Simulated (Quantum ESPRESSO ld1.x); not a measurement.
Problem. These are the eigenvalues of the occupied orbitals of an atom or ion with whole-number occupations (hartree). Method: scalar-relativistic Kohn-Sham, PBE, spin-unpolarised, spherical densities, point nucleus; computed with ld1.x of Quantum ESPRESSO 7.5.

1s: -147.342
2s: -17.3486
2p: -14.4324
3s: -3.58431
3p: -2.84447

Which element is it, and in what charge state? The configuration may be excited.

Solution. Z = 20, calcium, charge +4: Ca4+ in [Ne] 3s2 3p4. The list shows which subshells hold electrons but not how many an open one holds; the 1s level, -147.34 hartree, gives Z - s = 17.2 by -(Z - s)^2/2, which with screening and relativity narrows Z to a few neighbours, and the depths of the outer levels then fix element, charge and occupations together.
